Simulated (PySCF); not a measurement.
This PySCF input asks for the NMR shieldings of `CP1CC[C@H](C(F)(F)F)C1`, C6H10F3P; the geometry comes from GFN2-xTB.

```python
import basis_set_exchange as bse
import numpy as np
from pyscf import gto, dft
from pyscf.prop import nmr

atoms = """
C     2.508368    0.307068   -0.358091
P     1.549334   -0.824113    0.752312
C     0.462892   -1.629387   -0.542032
C    -0.679086   -0.670282   -0.850812
C    -1.098796   -0.076644    0.494908
C    -2.054173    1.087139    0.312621
F    -1.533086    2.074880   -0.433773
F    -2.411058    1.645357    1.480501
F    -3.195262    0.719473   -0.294689
C     0.171184    0.367946    1.224026
H     1.873074    0.806740   -1.086751
H     3.010896    1.051867    0.256092
H     3.267652   -0.277153   -0.874737
H     1.050028   -1.880188   -1.425394
H     0.072860   -2.559995   -0.122704
H    -1.512534   -1.178394   -1.338285
H    -0.339484    0.132406   -1.508556
H    -1.628872   -0.832993    1.082645
H     0.456413    1.378982    0.924917
H     0.024501    0.367969    2.304766
"""
names = dict.fromkeys(["C", "P", "F", "H"], "pcSseg-1")
basis = {el: gto.basis.parse(bse.get_basis(n, elements=[el], fmt="nwchem")) for el, n in names.items()}
mol = gto.M(atom=atoms, basis=basis, charge=0, verbose=0)
mf = dft.RKS(mol, xc="PBE0")
mf.grids.level = 2
mf.grids.alignment = dft.numint.BLKSIZE   # the property module wants whole blocks of grid points
mf.conv_tol = 1e-9
mf.kernel()

calc = nmr.RKS(mf)   # GIAO
C = mf.mo_coeff
Co = C[:, mf.mo_occ > 0]
resp = mf.gen_response(singlet=True, hermi=2)
def vind(x):   # induced exchange potential for any number of trial vectors
    d = np.einsum("pi,xij,qj->xpq", C, 2 * x.reshape(-1, C.shape[1], Co.shape[1]), Co, optimize=True)
    return np.einsum("xpq,pi,qj->xij", resp(d - d.transpose(0, 2, 1)), C, Co, optimize=True).ravel()
mo1, _ = nmr.rhf.solve_mo1(calc, with_cphf=vind)
sigma = calc.kernel(mo1)
for i, s in enumerate(sigma):   # ppm
    print("%2d %-2s %9.2f" % (i, mol.atom_pure_symbol(i), np.trace(s) / 3))
```

Problem. What does it print?

Solution. 
```
 0 C     170.20
 1 P     362.62
 2 C     156.10
 3 C     156.57
 4 C     135.06
 5 C      49.77
 6 F     273.37
 7 F     252.74
 8 F     253.67
 9 C     155.55
10 H      30.49
11 H      30.76
12 H      30.84
13 H      30.16
14 H      29.98
15 H      29.52
16 H      29.78
17 H      29.33
18 H      30.40
19 H      29.43
```

These numbers come from an equivalent density-fitted implementation of the same equations, which agrees with the script to about 0.01 ppm for H and up to a few tenths of a ppm for heavy atoms, so last digits may differ.

Size and cost of the density-fitted run: 227 basis functions, 82 s wall time on 1 thread of an Intel Xeon Platinum 8259CL, shared host; peak memory 1.1 GiB.
